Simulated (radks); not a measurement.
Problem. Ir XVII, configuration [Kr] 4d10 4f13 5s2. All-electron calculation, Dirac Kohn-Sham, BLYP, spin-unpolarised, spherical densities, finite nucleus; open shells fill j = l - 1/2 first; Fermi nuclear charge, rms radius 5.4032 fm. Program: a radial shooting solver on a logarithmic mesh with Libxc functionals. Some entries of the table are withheld. Estimate them.

| orbital | occ. | eigenvalue (eV) | <r> (bohr) | <r^2> (bohr^2) |
|---|---|---|---|---|
| 1s1/2 | 2 | -76346.10 | 0.01744 | 0.0004197 |
| 2s1/2 | 2 | -13635.23 | 0.07296 | 0.006359 |
| 2p1/2 | 2 | -13081.47 | 0.06016 | 0.004514 |
| 2p3/2 | 4 | -11452.87 | 0.06846 | 0.005707 |
| 3s1/2 | 2 | -3451.876 | 0.1898 | 0.04135 |
| 3p1/2 | 2 | -3202.822 | 0.1800 | 0.03778 |
| 3p3/2 | 4 | -2845.855 | 0.1952 | 0.04425 |
| 3d3/2 | 4 | -2428.579 | (1) | 0.03406 |
| 3d5/2 | 6 | -2351.353 | (2) | 0.03582 |
| 4s1/2 | 2 | -1000.375 | 0.4212 | 0.2003 |
| 4p1/2 | 2 | -894.8235 | 0.4240 | 0.2045 |
| 4p3/2 | 4 | -809.1673 | 0.4565 | 0.2367 |
| 4d3/2 | 4 | -635.3744 | 0.4647 | 0.2491 |
| 4d5/2 | 6 | -619.2275 | 0.4751 | 0.2601 |
| 5s1/2 | 2 | -400.0245 | 0.8800 | 0.8617 |
| 4f5/2 | 6 | -396.3990 | 0.4951 | (3) |
| 4f7/2 | 7 | -392.9365 | 0.5005 | (4) |

Solution. 
(1) 3d3/2 <r> (bohr): 0.1703
(2) 3d5/2 <r> (bohr): 0.1750
(3) 4f5/2 <r^2> (bohr^2): 0.2912
(4) 4f7/2 <r^2> (bohr^2): 0.2973
